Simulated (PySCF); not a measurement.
```xyz
20

Si     2.7630     1.3606     0.6131
Si     1.6998    -0.7206     0.4293
Si    -0.5517    -0.3744    -0.1190
Si    -1.6478    -2.4348    -0.3111
Si    -0.6767     0.7827    -2.1520
Si    -1.5618     0.9074     1.5617
H      4.2092     1.2119     0.9627
H      2.0884     2.1698     1.6747
H      2.6512     2.0910    -0.6872
H      1.7942    -1.4631     1.7266
H      2.3574    -1.5420    -0.6366
H     -1.0023    -3.2567    -1.3811
H     -1.5661    -3.1774     0.9845
H     -3.0876    -2.2301    -0.6611
H     -2.1073     0.9691    -2.5470
H     -0.0341     2.1268    -2.0211
H      0.0255     0.0140    -3.2257
H     -1.4304     0.2190     2.8830
H     -0.9088     2.2499     1.6494
H     -3.0139     1.0969     1.2571
```

Charge 0, multiplicity 1.

Question: Give the Mulliken and meta-Löwdin atomic charges from ωB97X-D3(BJ)/def2-TZVP // PBE0-D3(BJ)/def2-SVP (PySCF).

Answer: 
| atom | Mulliken (e) | meta-Löwdin (e) |
|---|---|---|
| Si1 | 0.06 | 0.26 |
| Si2 | 0.02 | 0.16 |
| Si3 | -0.05 | -0.08 |
| Si4 | 0.06 | 0.28 |
| Si5 | 0.06 | 0.28 |
| Si6 | 0.06 | 0.28 |
| H7 | -0.02 | -0.08 |
| H8 | -0.02 | -0.09 |
| H9 | -0.02 | -0.09 |
| H10 | -0.01 | -0.08 |
| H11 | -0.01 | -0.08 |
| H12 | -0.02 | -0.09 |
| H13 | -0.02 | -0.09 |
| H14 | -0.02 | -0.09 |
| H15 | -0.02 | -0.08 |
| H16 | -0.01 | -0.08 |
| H17 | -0.02 | -0.08 |
| H18 | -0.02 | -0.08 |
| H19 | -0.01 | -0.08 |
| H20 | -0.02 | -0.08 |
